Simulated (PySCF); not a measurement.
A structure optimised at PBE-D3(BJ)/def2-SVPD, used in a PySCF frequency run:

```xyz
5

Re     0.0000     0.0000     0.0000
O      1.0138     1.0138    -1.0138
O     -1.0138     1.0138     1.0138
O     -1.0138    -1.0138    -1.0138
O      1.0138    -1.0138     1.0138
```
Charge -1, spin multiplicity 1.

**Question.** Write its SMILES, formula and point group.

**Answer.** [O]=[Re-](=[O])(=[O])=[O], O4Re, Td

**Question.** What are its rotational constants (standard atomic weights)?

**Answer.** 3.8418, 3.8418, 3.8418 GHz
